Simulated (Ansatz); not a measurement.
Geometry optimisation, RKS PBE-D4/6-31G* in Ansatz.

The input (input.yaml):

```yaml
crystal:
  periodic: [false, false, false]
  atoms:
    - { symbol: C, position_ang: [-0.56252, 1.01561, -0.06713] }
    - { symbol: B, position_ang: [0.09247, -0.24623, 0.00432] }
    - { symbol: O, position_ang: [1.44695, -0.54839, 0.3178] }
    - { symbol: Cl, position_ang: [-0.88545, -1.8285, -0.3496] }
    - { symbol: H, position_ang: [-0.05511, 1.95432, 0.12735] }
    - { symbol: H, position_ang: [-1.60924, 1.14809, -0.31566] }
    - { symbol: H, position_ang: [0.8056, 0.65129, 0.23841] }
total_charge: -1
basis:
  gaussian: { orbitals: "6-31G*" }
hamiltonian:
  xc: pbe
  dispersion: d4
relax:
  f_tol: 0.02
  max_steps: 50
```

Launched with:

```bash
$ ansatz run input.yaml --threads 1 --pin off --max-ram 2048MiB --backend cpu --events-out ev --progress --plain --runs-dir out
```

Q: Where does it end, and by what steps?

A: The forces met the threshold. Limits of this set-up: an anion without diffuse functions, the dipole of an ion depends on the origin. After 10 steps the energy has fallen by 2.695 eV; H7 moved furthest, 0.93 Å. Parted: B2–H7. Joined: O3–H7.

```csv
step,energy less start (eV),largest force component (eV/Å),accepted
0,0.0000,6.319,yes
1,-0.7174,3.145,yes
2,-1.5134,2.792,yes
3,-2.1503,1.540,yes
4,-2.5212,0.805,yes
5,-2.6132,0.832,yes
6,-2.6758,0.612,yes
7,-2.6838,0.333,yes
8,-2.6945,0.094,yes
9,-2.6950,0.024,yes
10,-2.6950,0.008,yes
```

```xyz
7
Properties=species:S:1:pos:R:3
C -0.753 1.062 -0.111
B -0.045 -0.203 -0.026
O 1.328 -0.466 0.292
Cl -0.909 -1.862 -0.354
H -0.260 2.033 0.077
H -1.817 1.153 -0.366
H 1.689 0.430 0.443
```

Run time: 26 s on 1 thread of Arm Neoverse V1, on a shared host, peak memory 0.24 GiB.
